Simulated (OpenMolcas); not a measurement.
# Pd3+: ligand-field states by method

Pd3+ with its 6 nearest fluoride ions at 2.024 Å, on the Ga site of K2NaGaF6 (a = 8.246 Å, distance in the model lattice 1.938 Å). The rest of the host is ab initio model potentials to 7.6 Å, with orthogonalisation functions on the cations behind the ligands, and point charges beyond; the distance is set by hand and nothing relaxes. Ligand basis ANO-RCC-VDZP.

- Program: OpenMolcas 26.06
- Basis: ANO-RCC-VTZP [7s6p4d2f1g]
- Scalar Hamiltonian: DKH2, point nucleus
- Active space: 7 electrons in 5 orbitals (4d)
- State averaging: 2S+1 = 4 even, 10 roots; 2S+1 = 2 even, 40 roots
- Spin-orbit coupling: RASSI with atomic mean-field integrals over the reference wave functions

I. CASSCF
II. SS-CASPT2, IPEA 0.25 Eh, imaginary shift 0.1 Eh (closed shells correlated: 4s 4p and the ligand valence shells)
III. SS-CASPT2, IPEA 0.25 Eh, real shift 0.3 Eh (closed shells correlated: 4s 4p and the ligand valence shells)

Spin-free states (labels of O, the rotations of Oh) in cm-1, each column counted from its own energy of the first state listed:

```csv
State,Degeneracy,I,II,III
2E,2,0,0,0
4T1,3,3464,11410,11390
2S+1 = 2,3,17081,19330,19420
2S+1 = 2,3,17776,20870,20940
4T2,3,21303,33930,33820
```

From I to II, I's first state of the same spin (2S+1 = 2) moves from 17081 to 19330 cm-1, by about +2300 cm-1.

From I to II, I's first state of another spin (4T1) moves from 3464 to 11410 cm-1, by about +7900 cm-1.

I: A least-squares ligand-field fit to the states below 45000 cm-1, each weighted by its degeneracy and with a free common offset, gives 10Dq = 19665 cm-1, B = 803 cm-1 and C = 3313 cm-1 (C/B = 4.13), with an rms deviation of 232 cm-1. The same method and metal basis give the free ion B = 997 cm-1 (fit to its terms below 60000 cm-1, rms deviation 13 cm-1), so the nephelauxetic ratio is β = 803 / 997 = 0.81; it hangs on how both fits weigh the states, and computed free-ion B values tend to be too large, so β mixes covalency with correlation.

χT at 300 K: I 0.58, II 0.48, III 0.48 cm3 K/mol.

Roots that are degenerate in the reference are averaged as groups; the widest CASPT2 spread within a group is 140 cm-1 (the 2-fold group of multiplicity 2 near 44200 cm-1 above the lowest state of its run, II). Shifts and gaps below about the spread of the groups concerned are not significant. Over all roots computed the reference weight is 0.69 to 0.72 in II, 0.73 to 0.75 in III; a low but even weight reflects the number of correlated electrons. An orbital doublet at a regular site is open to a Jahn-Teller distortion, which this geometry leaves out. This shell can be high or low spin here, a state of another spin lies low, and with metal d orbitals alone active their balance is uncertain, so the ground spin may be wrong, although the usual error favours high spin. The least metal-like active orbital is 77 % on the metal (Löwdin) and no ligand orbital is active, so the numbers are rough. Ligand-to-metal charge-transfer states are missing. With no ligand orbital active B as a rule stays too high, so bands that hang on it stand too high and its fall with covalency is understated. Without dynamic correlation the repulsion within the d shell is too large (B by tens of per cent), so at a given field states of lower spin stand too high (holds for I). With metal d orbitals alone the field can be off either way by tens of per cent (holds for I). These CASPT2 states fit no ligand-field parameters well, so their order and spin gaps are uncertain (holds for II; III). With one d shell and no ligand orbital active, 10Dq can be off by a tenth or more (holds for II; III). No measured value stands beside these numbers; the geometry was set by hand and not optimised.
